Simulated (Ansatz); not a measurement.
Basis sets compared for cyclo-(SnH2)3 (Sn3H6). Total charge 0; singlet. Geometry PBE0-D4/def2-SVP. Ansatz on 4 threads of Arm Neoverse N1 on a shared host; times are rough, and most runs start from earlier orbitals.

```xyz
9

Sn   -0.7945   -0.4887    1.3284
H    -1.2726   -2.1060    1.6392
H    -1.1931    0.5217    2.6555
Sn   -0.8276    0.5256   -1.2939
H    -1.3259    2.1477   -1.5415
H    -1.4050   -0.4807   -2.5568
Sn    1.6230   -0.0365   -0.0348
H     2.6375    1.2728    0.4094
H     2.5582   -1.3559   -0.6054
```

In the def2 sets Sn takes a core potential; there is no spin–orbit coupling.

Binding counts from free atoms (Sn triplet, H doublet) in the same basis, without a counterpoise term.

```tsv
level	functions	energy (Eh)	HOMO (eV)	LUMO (eV)	binding per atom (eV)	wall time
PBE-D4/def2-SVP	108	-646.4367	-5.50	-1.86	2.16	1.6 s
PBE0-D4/def2-SVP	108	-646.4747	-6.36	-1.09	2.15	2.8 s
```

Q: Estimate the rows for PBE-D4/def2-TZVP, PBE0-D4/def2-TZVP (with forces).

A: 
```csv
level,functions,energy (Eh),HOMO (eV),LUMO (eV),binding per atom (eV),wall time
PBE-D4/def2-TZVP,186,-646.4650,-5.57,-2.02,2.17,3 s
PBE0-D4/def2-TZVP (with forces),186,-646.4996,-6.39,-1.25,2.17,7.5 s
```
